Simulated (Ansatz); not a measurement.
Reaction (redistribution): `[O]=[Ta]([OH])([F])[Cl]` + `CC(C)(C)[O][Ga]([F])[Cl]` → `[O]=[Ta]([OH])([F])[F]` + `CC(C)(C)[O][Ga]([Cl])[Cl]`

Program: Ansatz. Geometries: PBE0-D4/def2-TZVP. ΔE: electronic, gas phase. CCSD(T)/CBS adds triple-zeta CCSD(T) − MP2 to the extrapolated MP2 energy (def2 sets, frozen cores). Elements past krypton have def2 core potentials. For Ga, Ta outer-core shells are correlated without core-valence functions, which leaves a few kJ/mol of doubt a bond. Scalar relativity is left out up to krypton. Each species was taken in one conformer, which may not be the lowest.

```json
{"species": "`[O]=[Ta]([OH])([F])[Cl]`", "MP2/def2-TZVPP energy (Eh)": "-767.36374"}
{"species": "`CC(C)(C)[O][Ga]([F])[Cl]`", "MP2/def2-TZVPP energy (Eh)": "-2715.64945"}
{"species": "`[O]=[Ta]([OH])([F])[F]`", "MP2/def2-TZVPP energy (Eh)": "-407.40185"}
{"species": "`CC(C)(C)[O][Ga]([Cl])[Cl]`", "MP2/def2-TZVPP energy (Eh)": "-3075.62989"}
```

(1) Work out ΔE.

Largest T1 diagnostic among the species: 0.020.

## Answers

(1) ΔE = (-407.40185) + (-3075.62989) − (-767.36374) − (-2715.64945) = -0.01855 Eh = -11.6 kcal/mol. CCSD(T)/CBS gives -13.4 kcal/mol.

The D4 term adds −0.8 kcal/mol with B3LYP and −0.5 kcal/mol with PBE0; it sums over pairs of atoms, weighted by their polarisabilities, and B3LYP, whose exchange is more repulsive, gets the larger term. Leaving LDA and LC-ωPBE aside and taking each functional with its dispersion term where it has one, the values, not all of them listed here, spread over 1.8 kcal/mol, from CAM-B3LYP-D4 to B2PLYP.

B3LYP here is the variant with VWN-RPA as its local correlation; programs differ in this.
